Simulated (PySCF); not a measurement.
BBrClH2N, SMILES NB(Br)Cl.

Geometry optimised at PBE0-D3(BJ)/def2-SVP. Other conformers were not sampled.

These are PBE0-D3(BJ)/def2-SVP in PySCF values and carry that method's errors.

Frequencies are harmonic and unscaled.

```json
[
 {"mode": "1", "ν (cm⁻¹)": "217", "IR (km/mol)": "0.7", "Raman (Å⁴/amu)": "2.8", "depolarisation": "0.61", "moving atoms (share of kinetic energy)": "Cl 54 %, Br 26 %, N 10 %, B 8 %"},
 {"mode": "2", "ν (cm⁻¹)": "295", "IR (km/mol)": "0.4", "Raman (Å⁴/amu)": "1.9", "depolarisation": "0.70", "moving atoms (share of kinetic energy)": "N 45 %, H 26 %, Br 15 %, Cl 12 %"},
 {"mode": "3", "ν (cm⁻¹)": "449", "IR (km/mol)": "26.7", "Raman (Å⁴/amu)": "0.2", "depolarisation": "0.75", "moving atoms (share of kinetic energy)": "B 66 %, H 31 %"},
 {"mode": "4", "ν (cm⁻¹)": "497", "IR (km/mol)": "16.0", "Raman (Å⁴/amu)": "6.6", "depolarisation": "0.10", "moving atoms (share of kinetic energy)": "N 34 %, Cl 25 %, B 21 %, Br 13 %"},
 {"mode": "5", "ν (cm⁻¹)": "543", "IR (km/mol)": "162.7", "Raman (Å⁴/amu)": "0.2", "depolarisation": "0.75", "moving atoms (share of kinetic energy)": "H 54 %, N 25 %, B 21 %"},
 {"mode": "6", "ν (cm⁻¹)": "572", "IR (km/mol)": "1.6", "Raman (Å⁴/amu)": "1.1", "depolarisation": "0.75", "moving atoms (share of kinetic energy)": "H 98 %"},
 {"mode": "7", "ν (cm⁻¹)": "762", "IR (km/mol)": "65.9", "Raman (Å⁴/amu)": "0.6", "depolarisation": "0.55", "moving atoms (share of kinetic energy)": "H 42 %, B 33 %, Cl 13 %, N 11 %"},
 {"mode": "8", "ν (cm⁻¹)": "1063", "IR (km/mol)": "305.0", "Raman (Å⁴/amu)": "0.2", "depolarisation": "0.59", "moving atoms (share of kinetic energy)": "B 52 %, H 33 %, N 12 %"},
 {"mode": "9", "ν (cm⁻¹)": "1371", "IR (km/mol)": "111.5", "Raman (Å⁴/amu)": "8.2", "depolarisation": "0.19", "moving atoms (share of kinetic energy)": "B 56 %, H 31 %, N 13 %"},
 {"mode": "10", "ν (cm⁻¹)": "1587", "IR (km/mol)": "226.8", "Raman (Å⁴/amu)": "3.4", "depolarisation": "0.62", "moving atoms (share of kinetic energy)": "H 65 %, N 24 %, B 11 %"},
 {"mode": "11", "ν (cm⁻¹)": "3632", "IR (km/mol)": "78.6", "Raman (Å⁴/amu)": "118.9", "depolarisation": "0.13", "moving atoms (share of kinetic energy)": "H 96 %"},
 {"mode": "12", "ν (cm⁻¹)": "3747", "IR (km/mol)": "59.8", "Raman (Å⁴/amu)": "73.0", "depolarisation": "0.75", "moving atoms (share of kinetic energy)": "H 91 %, N 9 %"}
]
```
